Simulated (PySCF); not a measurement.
# Working out the ionisation energy of Al⁺

Al⁺ [Ne] 3s2 (1S) → Al²⁺ [Ne] 3s1 (2S). Computed with PySCF 2.14 in x2c-TZVPPall (5s5p3d1f, 42 functions), with scalar relativity by spin-free X2C-1e. Frozen: 1s2. Energies in hartree (1 hartree = 27.21139 eV):

```
             part  Al⁺ (lower)  Al²⁺ (upper)
              UHF  -242.104750   -241.459468
MP2 opposite-spin    -0.134538     -0.103546
    MP2 same-spin    -0.045071     -0.041784
```

What does Hartree-Fock give?

(-241.459468) − (-242.104750) = 0.645282 hartree = 17.559 eV.

What do MP2 and SCS-MP2 (6/5 opposite-spin, 1/3 same-spin) give?

The opposite-spin parts differ by 0.843 eV and the same-spin parts by 0.089 eV. MP2: 17.559 + (0.843) + (0.089) = 18.491 eV. SCS-MP2: 17.559 + 1.2 × (0.843) + (0.089)/3 = 18.600 eV.

Measured between the centres of the two terms (NIST): 18.829 eV, so MP2 (valence and next inner shell) is off by -0.338 eV.

What remains against the reference includes basis incompleteness, the frozen core and correlation beyond second order.
